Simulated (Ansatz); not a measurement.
SnMe3(OiPr) (C₆H₁₆OSn), relaxed as a singlet with RKS r2SCAN-D4/def2-SVP in Ansatz, starting from the GFN2-xTB geometry. Force threshold 0.03 eV/Å.

In the def2 sets Sn takes a core potential; there is no spin–orbit coupling.

Start:

```xyz
24

Sn    1.312   -0.019    0.286
C     1.053    0.205    2.469
H     0.351    1.007    2.678
H     2.002    0.435    2.938
H     0.666   -0.721    2.881
C     2.591   -1.672   -0.352
H     3.612   -1.499   -0.034
H     2.558   -1.750   -1.432
H     2.230   -2.599    0.080
C     1.764    1.880   -0.748
H     1.409    1.817   -1.770
H     2.834    2.048   -0.753
H     1.277    2.713   -0.253
O    -0.429   -0.719   -0.446
C    -1.731   -0.329   -0.127
C    -2.671   -1.291   -0.850
C    -2.017    1.112   -0.536
H    -1.899   -0.424    0.958
H    -2.526   -1.199   -1.923
H    -3.705   -1.070   -0.601
H    -2.440   -2.312   -0.557
H    -1.374    1.789    0.023
H    -1.814    1.235   -1.596
H    -3.054    1.364   -0.335
```

| step | energy (eV) | largest force component (eV/Å) | SCF passes |
| --- | --- | --- | --- |
| 1 | -14352.7620 | 0.997 | 20 |
| 2 | -14352.8625 | 0.249 | 19 |
| 3 | -14352.8874 | 0.139 | 19 |
| 4 | -14352.8909 | 0.301 | 20 |
| 5 | -14352.8969 | 0.064 | 21 |
| 6 | -14352.8980 | 0.027 | 20 |
| 7 | -14352.8990 | 0.030 | 20 |
| 8 | -14352.8993 | 0.031 | 20 |
| 9 | -14352.8997 | 0.018 | 21 |

Force components are those of the run's own axes.

End:

```xyz
24

Sn    1.2806   -0.0462    0.2018
C     0.9141    0.1788    2.3177
H     0.1541    0.9531    2.4988
H     1.8433    0.4696    2.8306
H     0.5604   -0.7740    2.7386
C     2.6752   -1.6079   -0.2757
H     3.6988   -1.3253    0.0127
H     2.6473   -1.7959   -1.3595
H     2.3934   -2.5312    0.2513
C     1.7744    1.8131   -0.7795
H     1.4634    1.7519   -1.8331
H     2.8595    1.9916   -0.7387
H     1.2548    2.6574   -0.3038
O    -0.4168   -0.7597   -0.6127
C    -1.6887   -0.3602   -0.1465
C    -2.7196   -1.2560   -0.8198
C    -1.9554    1.1176   -0.4297
H    -1.7675   -0.5163    0.9556
H    -2.6735   -1.1180   -1.9125
H    -3.7409   -1.0259   -0.4758
H    -2.5010   -2.3122   -0.6015
H    -1.2293    1.7625    0.0947
H    -1.8629    1.3138   -1.5109
H    -2.9637    1.4195   -0.1021
```

By distances, no bond broke or formed. The bond that changes most is Sn1–C2, from 2.21 to 2.16 Å (atoms count from 1).

The force fell under the threshold at step 6, but the optimiser went on. No frequencies were taken in this run, so the end may be a saddle point.

It took 21 s on 2 threads of AMD EPYC 7R13 on a shared host and a share (18 GiB) of an NVIDIA H100 80GB HBM3, peak host memory 0.87 GiB.
